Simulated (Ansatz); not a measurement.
One change: `C=CB(Cl)CO` becomes `NB(Cl)CO`.

Ansatz, PBE0-D4/def2-TZVP geometries, multiplicity 1. Each molecule was computed in one conformer, which needn't be the lowest.

```
                             property  `C=CB(Cl)CO`
LUMO energy (ωB97M-V/def2-TZVPP) / eV          0.00
 HOMO–LUMO gap (PBE0/def2-TZVPP) / eV          5.62
HOMO–LUMO gap (B3LYP/def2-TZVPP) / eV          5.20
  HOMO–LUMO gap (PBE/def2-TZVPP) / eV          3.10
  HOMO energy (B3LYP/def2-TZVPP) / eV         -7.44
    LUMO energy (PBE/def2-TZVPP) / eV         -2.97
```

**Question.** What does the change do to each property? (Best estimate.)

**Answer.** Computed: 
```csv
property,`NB(Cl)CO`,shift
LUMO energy (ωB97M-V/def2-TZVPP) / eV,1.83,1.83
HOMO–LUMO gap (PBE0/def2-TZVPP) / eV,8.06,2.44
HOMO–LUMO gap (B3LYP/def2-TZVPP) / eV,7.52,2.32
HOMO–LUMO gap (PBE/def2-TZVPP) / eV,5.53,2.43
HOMO energy (B3LYP/def2-TZVPP) / eV,-7.42,0.02
LUMO energy (PBE/def2-TZVPP) / eV,-0.52,2.45
```

B3LYP here is the variant with VWN-RPA as its local correlation; programs differ in this.
